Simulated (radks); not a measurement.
Results of a calculation; reference values are marked as such.
Q: Pr31+, 28 electrons, occupied as [Ar] 3d10. Level of theory: scalar-relativistic Kohn-Sham, PBE, spin-polarised, spherical densities, finite nucleus; Fermi nuclear charge, rms radius 4.8919 fm (a radial shooting solver on a logarithmic mesh with Libxc functionals). Some entries of the table are withheld. Estimate them.

orbital  occ.  eigenvalue (eV)  <1/r> (bohr^-1)  <r^2> (bohr^2)
1s          2        -42973.71            64.69       0.0007894
2s          2        -7855.711            14.96             (1)
2p          6              (2)              (3)             (4)
3s          2        -2512.098            5.543         0.08154
3p          6        -2288.780            5.258         0.08069
3d         10        -1983.289            5.004         0.06712
4s          0        -1195.228              (5)          0.3281
4p          0        -1110.779              (6)          0.3434

A: 
(1) 2s <r^2> (bohr^2): 0.01247
(2) 2p eigenvalue (eV): -7153.278
(3) 2p <1/r> (bohr^-1): 14.14
(4) 2p <r^2> (bohr^2): 0.009946
(5) 4s <1/r> (bohr^-1): 2.685
(6) 4p <1/r> (bohr^-1): 2.561
